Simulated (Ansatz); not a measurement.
Geometry optimisation, Ansatz, RKS PBE-D4/def2-SVP.

Input file:

```yaml
crystal:
  periodic: [false, false, false]
  atoms:
    - { symbol: Ge, position_ang: [-0.089326, 0.510305, -0.136597] }
    - { symbol: H, position_ang: [-0.184118, 0.163354, 1.370385] }
    - { symbol: F, position_ang: [1.556482, 0.317866, -0.689724] }
    - { symbol: H, position_ang: [-0.478464, 1.969647, -0.474322] }
    - { symbol: Cl, position_ang: [-1.397855, -0.7602, -1.298761] }
    - { symbol: O, position_ang: [0.699187, -2.122733, 0.996117] }
    - { symbol: Si, position_ang: [0.133667, -3.696848, 0.728912] }
    - { symbol: H, position_ang: [1.153034, -4.344645, -0.155241] }
    - { symbol: H, position_ang: [0.048629, -4.446354, 2.03308] }
    - { symbol: H, position_ang: [-1.215519, -3.734521, 0.068328] }
    - { symbol: H, position_ang: [0.218081, -1.627871, 1.702822] }
basis:
  gaussian: { orbitals: def2-SVP }
hamiltonian:
  xc: pbe
  dispersion: d4
relax:
  f_tol: 0.03
  max_steps: 50
```

Command:

```bash
$ ansatz run input.yaml --threads 4 --pin off --max-ram 5120MiB --backend cpu --events-out ev --progress --plain --runs-dir out
```

**Question.** Where does it end, and by what steps?

**Answer.** The forces met the threshold. After 40 steps the energy has fallen by 0.308 eV; H8 moved furthest, 1.06 Å.

```
step  energy less start (eV)  largest force component (eV/Å)  accepted
   0                  0.0000                           0.479       yes
   2                 -0.0390                           0.391        no
   4                 -0.0640                           0.123       yes
   6                 -0.0816                           0.551       yes
   8                 -0.1075                           0.197       yes
  10                 -0.1247                           0.179       yes
  12                 -0.1203                           0.304        no
  14                 -0.1307                           0.039       yes
  16                 -0.1320                           0.066       yes
  18                 -0.1336                           0.101       yes
  20                 -0.1363                           0.314       yes
  22                 -0.1431                           0.158       yes
  24                 -0.1578                           0.384       yes
  26                 -0.1781                           0.104       yes
  28                 -0.1901                           0.130       yes
  30                 -0.2112                           0.702       yes
  32                 -0.2640                           0.316       yes
  34                 -0.2771                           0.706        no
  36                 -0.3044                           0.100       yes
  38                 -0.3073                           0.083       yes
  40                 -0.3080                           0.023       yes
```

```xyz
11
Properties=species:S:1:pos:R:3
Ge -0.143 0.512 -0.112
H -0.982 0.477 1.177
F 1.488 -0.084 0.269
H 0.107 1.885 -0.775
Cl -0.968 -0.800 -1.618
O 0.187 -2.108 1.445
Si -0.006 -3.646 0.781
H 0.464 -3.714 -0.648
H 0.750 -4.687 1.570
H -1.471 -3.958 0.858
H 1.017 -1.648 1.199
```

Whether the end is a true minimum wasn't checked by a vibrational analysis.

Time of the run: 72 s on 4 threads of Arm Neoverse V2, with other jobs on the host, peak memory 0.19 GiB.
